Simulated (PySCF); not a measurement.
Compound: H₈NP₃Pb.
Bonds: N1–Pb2, Pb2–P3, Pb2–P4, Pb2–P5. Hydrogens: H6, H7 on N1; H8, H9 on P3; H10, H11 on P4; H12, H13 on P5.

The calculation used PySCF, PBE0-D3(BJ)/def2-SVP geometry optimisation, gas phase, def2 core potentials past Kr.

(1) How far are the bound atoms from Pb2?

(2) List the angles at Pb2.

(3) What is the shape at Pb2?

(4) What are the other bond lengths?

(5) What are the rotational constants (commonest isotopes, rigid rotor)?

## Answers

(1) 4 atoms: N1 2.166 Å, P4 2.601 Å, P3 2.601 Å, P5 2.614 Å. The nearest atom not counted as bound is H6, at 2.67 Å (others tie with it).

(2) 
```
    angle  degrees  distance of the outer atoms (Å)
P4–Pb2–P5    113.5                             4.36
N1–Pb2–P5    112.9                             3.99
P3–Pb2–P4    111.0                             4.29
P3–Pb2–P5    108.9                             4.24
N1–Pb2–P3    106.7                             3.83
N1–Pb2–P4    103.7                             3.76
```

(3) Distorted tetrahedral: angles from 103.7° to 113.5°; τ4 = (360° − α − β)/141° = 0.95 with α and β the two widest (0 for a square, 1 for a tetrahedron). The Pb–P distances aren't all alike: 2.601 to 2.614 Å.

(4) N1–H6, N1–H7 1.022 Å; P3–H8 and 5 like bonds 1.431 Å.

(5) A = 1140, B = 1105, C = 816.6 MHz: an asymmetric top.

Charge 0, singlet. Whether it is a minimum is left open (no frequencies).

The values belong to the conformer `[NH2:1][Pb:2]([PH2:3])([PH2:4])[PH2:5]`: H–N1–Pb2–P3 64°, H–N1–Pb2–P3 179°, H–P3–Pb2–N1 -72°, H–P3–Pb2–N1 20°, H–P4–Pb2–N1 -75°, H–P4–Pb2–N1 -168°, H–P5–Pb2–N1 -175°, H–P5–Pb2–N1 -82°.
